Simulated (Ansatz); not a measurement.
Cost and result for the atomization energy of `Cl[C]1=[CH][AlH]1` (6 atoms, 6 bonds).

Charge 0, multiplicity 1. The structure was optimised at the PBE0-D4/def2-TZVP level. Program: Ansatz. All runs use 2 threads of an Arm Neoverse V1 on a shared host. Times are those of one run each, without the atoms' runs, and a repeat can differ threefold. Electronic energies, without spin–orbit coupling; frozen cores. CCSD(T)/CBS adds CCSD(T) − MP2 in def2-TZVPP to the MP2 limit, and its time is that of the two runs behind it. T1 = 0.013. B3LYP takes the VWN-RPA correlation (the form of Gaussian; ORCA's B3LYP/G). HSE06 is the plane-wave form, built on full-range PBE exchange.

CCSD(T)/CBS is a level of theory with its own doubt, some kJ/mol a heavy atom from the limit and from the frozen cores, so smaller differences don't rank the functionals.

```csv
level,functions,wall time
CCSD(T)/def2-SVP,74,1.2 s
BLYP-D4/def2-TZVPP,174,1.9 s
PBE-D4/def2-TZVPP (with forces),174,2.3 s
PBE0-D4/def2-TZVPP,174,2.6 s
HSE06-D4/def2-TZVPP,174,2.9 s
B3LYP-D4/def2-TZVPP (with forces),174,3.7 s
B2PLYP/def2-TZVPP,174,4.3 s
PBE-QIDH/def2-TZVPP,174,4.5 s
B97M-V/def2-TZVPP,174,7.5 s
ωB97X-V/def2-TZVPP,174,7.5 s
MP2/def2-QZVPP,314,11 s
CCSD(T)/def2-TZVPP,174,26 s
CCSD(T)/CBS(def2),–,37 s
```

(1) What atomization energy does each give, and how far from CCSD(T)/CBS? (Best estimate.)

## Answers

(1) The calculation gave: 
```json
{"level": "CCSD(T)/def2-SVP", "atomization (kJ/mol)": "1946.9", "difference from CCSD(T)/CBS": "-120.9", "per bond": "-20.1"}
{"level": "BLYP-D4/def2-TZVPP", "atomization (kJ/mol)": "2065.5", "difference from CCSD(T)/CBS": "-2.3", "per bond": "-0.4"}
{"level": "PBE-D4/def2-TZVPP (with forces)", "atomization (kJ/mol)": "2153.2", "difference from CCSD(T)/CBS": "85.4", "per bond": "14.2"}
{"level": "PBE0-D4/def2-TZVPP", "atomization (kJ/mol)": "2098.5", "difference from CCSD(T)/CBS": "30.7", "per bond": "5.1"}
{"level": "HSE06-D4/def2-TZVPP", "atomization (kJ/mol)": "2101.1", "difference from CCSD(T)/CBS": "33.3", "per bond": "5.5"}
{"level": "B3LYP-D4/def2-TZVPP (with forces)", "atomization (kJ/mol)": "2058.1", "difference from CCSD(T)/CBS": "-9.7", "per bond": "-1.6"}
{"level": "B2PLYP/def2-TZVPP", "atomization (kJ/mol)": "2044.3", "difference from CCSD(T)/CBS": "-23.5", "per bond": "-3.9"}
{"level": "PBE-QIDH/def2-TZVPP", "atomization (kJ/mol)": "2077.0", "difference from CCSD(T)/CBS": "9.2", "per bond": "1.5"}
{"level": "B97M-V/def2-TZVPP", "atomization (kJ/mol)": "2114.1", "difference from CCSD(T)/CBS": "46.3", "per bond": "7.7"}
{"level": "ωB97X-V/def2-TZVPP", "atomization (kJ/mol)": "2076.2", "difference from CCSD(T)/CBS": "8.4", "per bond": "1.4"}
{"level": "MP2/def2-QZVPP", "atomization (kJ/mol)": "2116.7", "difference from CCSD(T)/CBS": "48.9", "per bond": "8.2"}
{"level": "CCSD(T)/def2-TZVPP", "atomization (kJ/mol)": "2001.6", "difference from CCSD(T)/CBS": "-66.2", "per bond": "-11.0"}
{"level": "CCSD(T)/CBS(def2)", "atomization (kJ/mol)": "2067.8", "difference from CCSD(T)/CBS": "0.0", "per bond": "0.0"}
```

Leaving LDA and LC-ωPBE aside and taking each functional with its dispersion term where it has one, the values, not all of them listed here, spread over 174.1 kJ/mol, from BHLYP-D4 to PBE-D4. LDA lies +287.4 kJ/mol from PBE without D4, its usual overbinding. From r2SCAN to r2SCAN0 (25 % exact exchange), in def2-TZVPP and without D4, the atomization energy moves by −50.1 kJ/mol: exact exchange takes away binding that semilocal exchange gives to molecules. At CCSD(T), def2-SVP lies −120.9 kJ/mol from the extrapolated value and def2-TZVPP −66.1 kJ/mol: correlation converges slowly with the basis, and small sets miss more of it in the bonded molecule than in its fragments.
